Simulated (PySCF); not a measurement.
First SCF of a structure search on doublet CoF(OH), at a hand-made linear (heavy-atom frame) geometry. PySCF input:

```python
from pyscf import gto, scf, dft
mol = gto.M(atom='''
Co     0.000000     0.000000     0.000000
F      0.000000     0.000000     1.750000
O      0.000000     0.000000    -1.740000
H      0.735400     0.000000    -2.357100''',
    basis={'Co': 'def2-TZVP', 'F': 'def2-TZVP', 'O': 'def2-TZVP', 'H': 'def2-TZVP'},
    charge=0, spin=1)
mf = dft.UKS(mol, xc='PBE0')
mf.grids.atom_grid = (50, 194)
aux = {'Co': 'def2-universal-JKFIT', 'F': 'def2-universal-JKFIT', 'O': 'def2-universal-JKFIT', 'H': 'def2-universal-JKFIT'}
mf = mf.density_fit(auxbasis=aux)
mf.conv_tol = 1e-08
mf.diis_space = 10
mf.max_cycle = 60
mf.init_guess = 'minao'
mf.verbose = 4
mf.kernel()
```

Excerpt of the output (cycles alone):

```
init E= -1557.11056003319
cycle= 1 E= -1540.43581564566  delta_E= 16.7  |g|= 5.69  |ddm|= 7.54
cycle= 2 E= -1480.37371022859  delta_E= 60.1  |g|= 14.1  |ddm|= 13.1
cycle= 3 E= -1535.57277802755  delta_E= -55.2  |g|= 9.18  |ddm|= 7.71
cycle= 4 E= -1535.2904894599  delta_E= 0.282  |g|= 7.89  |ddm|= 2.88
cycle= 5 E= -1538.98630542293  delta_E= -3.7  |g|= 7.29  |ddm|= 3.33
cycle= 6 E= -1548.75512783818  delta_E= -9.77  |g|= 5.98  |ddm|= 4.05
cycle= 7 E= -1548.4905147896  delta_E= 0.265  |g|= 5.56  |ddm|= 1.56
cycle= 8 E= -1552.23255849734  delta_E= -3.74  |g|= 4.74  |ddm|=  1.3
cycle= 9 E= -1553.23831842673  delta_E= -1.01  |g|= 4.28  |ddm|= 0.682
cycle= 10 E= -1554.50832400448  delta_E= -1.27  |g|= 3.53  |ddm|= 0.401
cycle= 11 E= -1557.34174651635  delta_E= -2.83  |g|= 1.72  |ddm|= 1.04
cycle= 12 E= -1556.75166705598  delta_E= 0.59  |g|= 2.36  |ddm|= 1.49
cycle= 13 E= -1558.08577915014  delta_E= -1.33  |g|= 0.128  |ddm|= 1.07
... 30 lines left out ...
cycle= 44 E= -1558.0989410769  delta_E= -9.96e-08  |g|= 0.000631  |ddm|= 0.00506
cycle= 45 E= -1558.09894133153  delta_E= -2.55e-07  |g|= 0.000671  |ddm|= 0.00159
cycle= 46 E= -1558.09894244574  delta_E= -1.11e-06  |g|= 0.000674  |ddm|= 0.00458
cycle= 47 E= -1558.09893997142  delta_E= 2.47e-06  |g|= 0.000396  |ddm|= 0.0195
cycle= 48 E= -1558.09894106484  delta_E= -1.09e-06  |g|= 0.000402  |ddm|= 0.00294
cycle= 49 E= -1558.09893801428  delta_E= 3.05e-06  |g|= 0.000276  |ddm|= 0.0116
cycle= 50 E= -1558.09893810681  delta_E= -9.25e-08  |g|= 9.38e-05  |ddm|= 0.00187
cycle= 51 E= -1558.09893810331  delta_E= 3.5e-09  |g|= 3.62e-05  |ddm|= 0.00065
Extra cycle  E= -1558.09893810571  delta_E= -2.4e-09  |g|= 6.45e-05  |ddm|= 8.71e-05
converged SCF energy = -1558.09893810571  <S^2> = 0.78875855  2S+1 = 2.0383901
```

This is not the lowest solution: another start and a stability analysis within the same unrestricted form found one 81.3 kJ/mol lower, at -1558.12991 Eh.

With open d or f shells other occupations or spin states may lie lower.

The search for the lowest solution, 3 starts and the stability check together, took 26 s on 4 threads of a shared Arm Neoverse V1 host, with 113 basis functions; the process peaked at 0.6 GiB. Launch command: `OMP_NUM_THREADS=4 python axn.py task.json out`.
